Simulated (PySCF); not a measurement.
## Calculated data, AlBFH₂N, B₂F₂H₂, AlBHO, CH₆BNSi and others

Computed with PySCF 2.14.0. Calculation on a computer-drawn molecule: optimised geometry and harmonic frequencies of an isolated molecule of the commonest isotopes, restricted reference for singlets and unrestricted otherwise, frozen core in MP2.

(1) AlBFH₂N

Start structure:
```xyz
6
AlBFH2N
B     -2.4358     2.0680    -2.0981
N     -1.6662     1.8388    -0.9510
Al    -0.5616     2.7730     0.0352
F      0.5151     3.4922     1.0567
H     -3.0343     1.1332    -2.4013
H     -2.5529     3.1154    -2.6677
```

Settings of this run: charge 0, multiplicity 1, method HF and basis cc-pV(D+d)Z.

The calculation gives: rotational constants 232.8, 2.543, 2.516 GHz; total energy -421.7033 hartree; convergence status largest gradient component 1.327e-05 hartree/bohr.

Drawn bonds:
```tsv
atom	other atom	order
1	2	1
2	3	2
3	4	1
1	5	1
1	6	1
```

Optimised structure:
```xyz
6
AlBFH2N
B     -2.4641     2.1039    -2.1111
N     -1.5582     2.4264    -1.0990
Al    -0.5145     2.7980     0.0672
F      0.5432     3.1746     1.2488
H     -2.9261     0.9867    -2.2069
H     -2.8161     2.9311    -2.9251
```

Modes:
```tsv
frequency (cm⁻¹)	reduced mass (dalton)
109.6	4.73
115.2	3.605
178.7	16.37
233.5	18.66
664.5	7.448
1002	1.33
1025	7.012
1107	1.367
1335	1.198
1598	11.07
2582	1.05
2615	1.124
```

(2) AlBFH₂N

Start structure:
```xyz
6
AlBFH2N
N      0.8542     0.5085     0.9676
Al     0.4107    -0.8295     0.2176
B     -0.2856    -2.6111    -0.7817
F      0.6073    -3.4636    -1.2630
H      1.1561     1.3311     1.4297
H     -1.4416    -2.8873    -0.9339
```

Here we set charge 0, multiplicity 1, method MP2 and basis cc-pV(D+d)Z.

Results for AlBFH₂N: rotational constants 54.33, 2.225, 2.138 GHz; total energy -422.1415 hartree; convergence status largest gradient component 1.142e-05 hartree/bohr.

Drawn bonds:
```tsv
atom	other atom	order
1	2	2
2	3	1
3	4	1
1	5	1
3	6	1
```

Optimised structure:
```xyz
6
AlBFH2N
N      0.7432     0.5474     0.9902
Al     0.5460    -0.8793     0.1890
B     -0.2626    -2.6178    -0.7856
F      0.5696    -3.5321    -1.3011
H      1.1513     1.3544     1.4426
H     -1.4464    -2.8245    -0.8988
```

Modes:
```tsv
frequency (cm⁻¹)	reduced mass (dalton)
58.06	13.36
65.34	12.23
253.6	6.616
396.2	1.344
432.9	1.082
546.9	3.193
763	1.553
1069	6.426
1115	1.348
1269	6.572
2665	1.092
3740	1.085
```

(3) B₂F₂H₂

Start structure:
```xyz
6
B2F2H2
B     -0.8039     1.6893     2.4322
B     -1.4206     0.6489     1.2245
F     -0.6042     0.1299     0.2061
F     -2.6469     0.1723     1.1024
H     -0.3412     1.3304     3.3856
H     -0.8463     2.8051     2.2856
```

Here we set charge 0, multiplicity 1, method HF and basis cc-pVDZ.

It finds rotational constants 10.12, 7.926, 4.617 GHz; total energy -249.5077 hartree; convergence status largest gradient component 1.038e-05 hartree/bohr.

Drawn bonds:
```tsv
atom	other atom	order
1	2	1
2	3	1
2	4	1
1	5	1
1	6	1
```

Optimised structure:
```xyz
6
B2F2H2
B     -0.8152     1.6777     2.3958
B     -1.3867     0.6164     1.1899
F     -0.6032     0.1580     0.2243
F     -2.6433     0.1964     1.1574
H     -0.3543     1.2610     3.4210
H     -0.8604     2.8664     2.2480
```

Modes:
```tsv
frequency (cm⁻¹)	reduced mass (dalton)
199.1	1.05
245.3	3.942
415.3	1.864
489.2	8.484
748.1	6.539
859.1	2.367
992.5	1.486
1242	1.388
1378	4.195
1383	10.73
2691	1.058
2762	1.123
```

(4) AlBHO

Start structure:
```xyz
4
AlBHO
O     -1.8867     0.0363     1.3308
B     -0.8793    -0.5466     1.0832
Al     0.9501    -1.3719     0.5675
H      2.2532    -2.0564     0.3016
```

Settings of this run: charge 1, multiplicity 1, method HF and basis cc-pV(D+d)Z.

Results for AlBHO: rotational constants 4.146, 4.146 GHz; total energy -341.7942 hartree; convergence status largest gradient component 2.748e-06 hartree/bohr.

Drawn bonds:
```tsv
atom	other atom	order
1	2	2
2	3	1
3	4	1
```

Optimised structure:
```xyz
4
AlBHO
O     -1.9071     0.0163     1.3320
B     -0.8818    -0.4926     1.0721
Al     0.9404    -1.3972     0.6100
H      2.2858    -2.0650     0.2690
```

Modes:
```tsv
frequency (cm⁻¹)	reduced mass (dalton)
234.2	4.097
234.2	4.097
447.9	1.336
447.9	1.336
506.7	13.51
2167	1.103
2213	7.714
```

(5) CH₆BNSi

Start structure:
```xyz
10
CH6BNSi
B     -0.7095     0.5518    -1.5686
N     -0.0388     1.0965    -0.4502
C     -0.5859     1.4367     0.8056
Si     0.2796     2.0226     2.1755
H     -0.1267     0.3482    -2.4120
H     -1.8882     0.3332    -1.4280
H      0.8976     1.2511    -0.4484
H     -1.6567     1.2631     0.8975
H     -0.3427     2.3381     3.4457
H      1.7623     2.3402     2.1684
```

Settings of this run: charge 0, multiplicity 1, method HF and basis cc-pV(D+d)Z.

It finds rotational constants 37.67, 2.605, 2.437 GHz; total energy -409.3964 hartree; convergence status largest gradient component 9.125e-06 hartree/bohr.

Drawn bonds:
```tsv
atom	other atom	order
1	2	1
2	3	1
3	4	2
1	5	1
1	6	1
2	7	1
3	8	1
4	9	1
4	10	1
```

Optimised structure:
```xyz
10
CH6BNSi
B     -0.7457     0.5631    -1.5062
N     -0.0142     1.0803    -0.4330
C     -0.5090     1.4233     0.8275
Si     0.2959     2.0594     2.2003
H     -0.1685     0.3190    -2.5292
H     -1.9241     0.3766    -1.3805
H      0.9672     1.2297    -0.5550
H     -1.5756     1.2486     0.9237
H     -0.4726     2.3339     3.4179
H      1.7376     2.3477     2.2199
```

Modes:
```tsv
frequency (cm⁻¹)	reduced mass (dalton)
127.2	3.359
222.1	2.304
361.2	1.19
416.3	1.082
423.5	2.652
574.5	1.589
650.9	1.518
828.3	1.148
880	1.946
935.1	1.152
990.3	1.073
1046	1.736
1078	1.357
1193	1.845
1314	1.824
1396	1.637
1427	1.668
1671	1.819
2372	1.034
2401	1.05
2674	1.055
2748	1.132
3328	1.086
3829	1.077
```

(6) CH₆B₂Si

Start structure:
```xyz
10
CH6B2Si
B     -3.2276     0.0757     0.0893
B     -1.6761     0.0723    -0.3979
C     -0.3755     0.0232    -0.8384
Si     0.3691    -1.5799    -1.6186
H     -3.8673    -0.8441     0.0417
H     -3.7253     0.9555     0.6056
H      0.4025     0.8660    -0.8464
H      0.8716    -1.2257    -2.9573
H      1.5334    -1.9416    -0.8584
H     -0.6007    -2.6633    -1.7089
```

Here we set charge 0, multiplicity 1, method HF and basis cc-pV(D+d)Z.

The calculation gives: rotational constants 20.03, 2.473, 2.258 GHz; total energy -379.5997 hartree; convergence status largest gradient component 3.074e-05 hartree/bohr.

Drawn bonds:
```tsv
atom	other atom	order
1	2	1
2	3	2
3	4	1
1	5	1
1	6	1
3	7	1
4	8	1
4	9	1
4	10	1
```

Optimised structure:
```xyz
10
CH6B2Si
B     -3.2134     0.0478     0.1058
B     -1.6334     0.0630    -0.4146
C     -0.3202     0.0269    -0.8638
Si     0.3870    -1.5194    -1.6226
H     -3.8822    -0.9397    -0.0061
H     -3.7040     1.0230     0.5992
H      0.3234     0.9001    -0.7826
H      0.8404    -1.2734    -3.0130
H      1.5541    -2.0090    -0.8497
H     -0.6476    -2.5810    -1.6419
```

Modes:
```tsv
frequency (cm⁻¹)	reduced mass (dalton)
92.94	3.172
145.3	1.21
255.5	1.442
313.4	1.799
331.7	2.298
610.3	1.078
612.3	1.797
685.6	1.643
782.2	1.403
806.3	2.841
843.2	2.149
997.3	1.402
1024	1.041
1028	1.091
1045	1.048
1057	1.374
1263	1.182
1684	9.601
2290	1.051
2298	1.051
2309	1.019
2692	1.055
2768	1.124
3308	1.088
```

(7) AlBHO₂

Start structure:
```xyz
5
AlBHO2
O     -1.2229    -2.6093    -0.2680
B     -0.5805    -1.5843    -0.0919
Al     0.4149     0.2225     0.3927
O      1.1253     1.0198    -0.8495
H      1.4731     1.3848    -1.6112
```

Settings of this run: charge 0, multiplicity 2, method HF and basis cc-pV(D+d)Z.

The calculation gives: rotational constants 25.91, 2.6, 2.363 GHz; total energy -417.0021 hartree; spin squared 0.7569; convergence status largest gradient component 1.165e-05 hartree/bohr.

Drawn bonds:
```tsv
atom	other atom	order
1	2	2
2	3	1
3	4	1
4	5	1
```

Optimised structure:
```xyz
5
AlBHO2
O     -1.1463    -2.5354    -0.3881
B     -0.5727    -1.5316    -0.1105
Al     0.4475     0.2766     0.4738
O      1.1998     1.1706    -0.7354
H      1.2816     1.0533    -1.6676
```

Modes:
```tsv
frequency (cm⁻¹)	reduced mass (dalton)
135.7	6.595
273.1	6.47
360.1	8.474
384.3	1.298
442.6	5.898
538.5	1.489
897.4	7.431
2106	12.48
4215	1.068
```

(8) AlBH₃NO

Start structure:
```xyz
7
AlBH3NO
B     -0.9620    -1.6305     0.4001
N     -1.5023    -1.1565     1.6187
Al    -0.7246     0.1576     2.5222
O     -0.0720     1.3188     3.3596
H      0.0475    -1.1147    -0.0117
H     -1.4879    -2.5182    -0.2092
H     -2.3428    -1.6050     1.9361
```

It was run with charge 0, multiplicity 1, method MP2 and basis cc-pV(D+d)Z.

It finds rotational constants 36.75, 3.035, 2.803 GHz; total energy -398.2147 hartree; convergence status largest gradient component 1.66e-05 hartree/bohr.

Drawn bonds:
```tsv
atom	other atom	order
1	2	1
2	3	1
3	4	2
1	5	1
1	6	1
2	7	1
```

Optimised structure:
```xyz
7
AlBH3NO
B     -0.9674    -1.6222     0.4171
N     -1.5656    -1.1982     1.6324
Al    -0.7111     0.1416     2.4867
O      0.0093     1.3481     3.3096
H      0.0478    -1.0466     0.0791
H     -1.4389    -2.5081    -0.2497
H     -2.4181    -1.6631     1.9406
```

Modes:
```tsv
frequency (cm⁻¹)	reduced mass (dalton)
95.03	3.017
168.6	3.298
188.8	10.24
285.1	1.728
635.1	4.671
827.4	1.085
925.4	1.241
1036	1.334
1086	9.216
1171	1.559
1228	1.37
1368	2.467
2583	1.062
2700	1.122
3624	1.076
```
